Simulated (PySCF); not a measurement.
How methods differ on the ionisation energy of Tl⁺

Tl⁺ [Xe] 4f14 5d10 6s2 → Tl²⁺ [Xe] 4f14 5d10 6s1 [6s1/2^1, M_J = 1/2], as a difference of total energies. All numbers are calculated (PySCF 2.14, the two-component X2C-1e Hamiltonian, in x2c-SVPall-2c (7s11p7d2f, 89 functions)). Correlated levels: [Kr] 4d10 4f14 frozen; the 22 highest virtual spinors dropped. "Screened" scales the spin-orbit matrix elements by Boettger's factors to mimic the two-electron term; Breit and QED terms are absent.

Q: Order these methods by the ionisation energy they give, lowest first.
A. GMP2 (spin-free)
B. GMP2 (screened spin-orbit)
C. GHF (spin-free)
D. GHF (screened spin-orbit)

A: C (18.417 eV), D (18.444 eV), A (20.063 eV), B (20.104 eV).

Errors of the correlated levels include the incompleteness of this basis and the frozen core.

MP2 underrates the near-degeneracy of ns² with np² in the lower species.

For comparison: 20.428 eV (measured; NIST Atomic Spectra Database, ionization energies).
